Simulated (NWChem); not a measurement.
Species: ZnSiH4Se; SMILES [SiH3][Zn][SeH]

```xyz
7

Zn    -0.0044    -0.4765    -0.0004
Se    -0.0313     1.8200     0.0002
H      1.4522     1.8762     0.0002
Si    -0.0153    -2.8116     0.0005
H     -0.8926    -3.3652    -1.0721
H     -0.5016    -3.3694     1.2962
H      1.3529    -3.3638    -0.2266
```
Atoms are numbered in this order, from 1.

Results from NWChem. Medium grid unless said otherwise, to which SCAN and Minnesota functionals are sensitive. All runs use the structure optimised with B3LYP/6-31G* (spherical d).

For level MPW1K/def2-SVP:

```
Item                         Value
---------------------------  -----
highest occupied level (eV)  -7.58
orbital gap (eV)              7.64
dipole (D)                    1.19
```

**Question.** How do the values read with level M06-L/def2-SVP instead?

**Answer.** 
| Quantity | Value |
|---|---|
| highest occupied level (eV) | -5.79 |
| orbital gap (eV) | 4.61 |
| dipole (D) | 0.96 |
